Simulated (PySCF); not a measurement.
## Shapes and spin states of CoH₄

Level of theory: PySCF, PBE0, basis Co def2-TZVP, H def2-TZVP (no relativity, density fitting).

Relaxations began from a few typed shapes and spin states; open shells are unrestricted. The search is not exhaustive: other isomers or separated fragments can lie lower, and high-lying points may rest on an excited occupation.

(1) Which is the lowest minimum found?
A. doublet D2d: Co–H 1.568 Å (×4), H–H 0.860 Å (×2); Co–H–H 74.1° (×4), H–Co–H 31.8° (×2), H–Co–H 157.6° (×4)
B. quartet C4v: Co–H 1.508 Å (×4); H–Co–H 81.5° (×4), H–Co–H 134.8° (×2)
C. doublet D2d: Co–H 1.568 Å (×4), H–H 0.859 Å (×2); Co–H–H 74.1° (×4), H–Co–H 31.8° (×2), H–Co–H 157.7° (×4)
D. quartet Cs: Co–H 1.559 Å, Co–H 1.654 Å, Co–H 1.726 Å (×2); H–Co–H 36.4° (×2), H–Co–H 72.8°, H–Co–H 143.3° (×2), H–Co–H 173.9°
E. sextet C2v: Co–H 1.605 Å (×2); H–Co–H 118.3°
F. quartet Cs: Co–H 1.583 Å (×2), H–H 0.764 Å; H–Co–H 140.7°

Results:

(1) A. The others lie at 0.4 (doublet D2d), 5.1 (quartet Cs), 64.0 (quartet Cs, a saddle point), 213.2 (quartet C4v, a saddle point), 457.3 (sextet C2v, a saddle point) kJ/mol above it.

Starts that fell apart ended at 380 kJ/mol on the same scale (coarser grid).

For the lowest minimum: the spin densities have lower symmetry than the nuclear frame. Other spin states or occupations of the open shell can lie lower.
